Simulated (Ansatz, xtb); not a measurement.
# BClH6OSi2: 9 structures ranked

9 gas-phase structures of BClH6OSi2, found in a search over its isomers (lower ones may exist). Each was relaxed with GFN2-xTB; where two conformers were screened, the lower at r2SCAN-D4/def2-SVP is listed:

A. `[SiH3][SiH2]OBCl`, a singlet
B. `[SiH3]OB[SiH2]Cl`, a singlet
C. `B[Si@H](Cl)O[SiH3]`, a singlet
D. `B[SiH2]O[SiH2]Cl`, a singlet
E. `[SiH3]BO[SiH2]Cl`, a singlet
F. `BO[Si@H]([SiH3])Cl`, a singlet
G. `BO[SiH2][SiH2]Cl`, a singlet
H. `[SiH3]O[SiH2]BCl`, a singlet
I. `[SiH3]OB([SiH3])Cl`, a singlet

Problem. Make a reasoned guess at their ranking by r2SCAN-D4/def2-SVP single-point energy.

Solution. Calculated order at r2SCAN-D4/def2-SVP: A (0.0), I (4.5), F (5.3), E (8.6), G (10.8), B (12.3), H (21.9), C (23.5), D (23.9) kcal/mol. Less than 1 kcal/mol parts I and F; C and D, so the order within those pairs means little.

Energies above the lowest of each column, in kcal/mol; the last columns are at B3LYP-D3(BJ)/def2-SVP geometries and were run for some of them only (a dash: not run or not comparable):

```csv
structure,GFN2-xTB,HF/STO-3G,r2SCAN-D4/def2-SVP,B3LYP-D3(BJ)/def2-SVP,CCSD(T)/def2-SVP + ΔMP2/def2-TZVPP
A,4.5,0.0,0.0,0.0,0.1
I,6.9,6.5,4.5,4.5,3.0
F,3.1,3.5,5.3,4.1,0.0
E,4.0,13.5,8.6,8.3,–
G,0.0,6.5,10.8,–,–
B,0.0,9.4,12.3,–,–
H,8.8,57.9,21.9,–,–
C,4.8,47.7,23.5,–,–
D,4.7,50.5,23.9,–,–
```

CCSD(T)/def2-SVP + ΔMP2/def2-TZVPP puts F lowest of those it was run on, with A within 1 kcal/mol; GFN2-xTB picks B. CCSD(T)/def2-SVP + ΔMP2/def2-TZVPP orders those it was run on as F (0.0), A (0.1), I (3.0) kcal/mol. Less than 1 kcal/mol parts F and A, so the order within that pair means little. Flexible structures stand in one conformer each, not always the lowest. Frequencies (B3LYP-D3(BJ)/def2-SVP) were run for A, F, I alone. The ΔMP2 step shifts differences by up to 5.0 kcal/mol, which makes them less sure. ΔMP2 is the change of the MP2 energy from the smaller to the larger basis.

Over these structures GFN2-xTB departs from r2SCAN-D4/def2-SVP by 7.3 kcal/mol on average once a common shift is removed. A GFN2-xTB relaxation took about 0.27 s and the r2SCAN-D4/def2-SVP energy about 1.6 s on a shared host (Ansatz 0.2.0, xtb 6.7.1).
